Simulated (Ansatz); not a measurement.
A structure relaxed at PBE-D4/def2-SVPD in Ansatz, charge -1, doublet:

```xyz
5

Y     0.291   -1.568    0.040
Y    -0.842    1.342   -0.190
O    -1.448   -0.595   -0.395
O     1.190    0.428   -0.452
O     0.810    0.394    0.996
```

Give its formula and point group.

the cluster Y₂O₃⁻. Point group C2v (tolerance 0.1 Å).

Summarise the bond lengths by kind (pairs closer than 1.2 times the sum of covalent radii, bridged metal pairs left out).

6 × O–Y 2.04 to 2.24 Å; 1 × O–O 1.50 Å.

In the def2 sets Y takes a core potential; there is no spin–orbit coupling. The structure holds 1 bond(s) between oxygen atoms. The highest occupied level of the charge -1 doublet lies above zero (up to 0.47 eV). The electron is either unbound and held by the finite basis, or the level is raised by self-interaction error. Another isomer (doublet) lies 3.36 eV lower at PBE0-D4/def2-TZVPD; other spin states weren't run for this one.
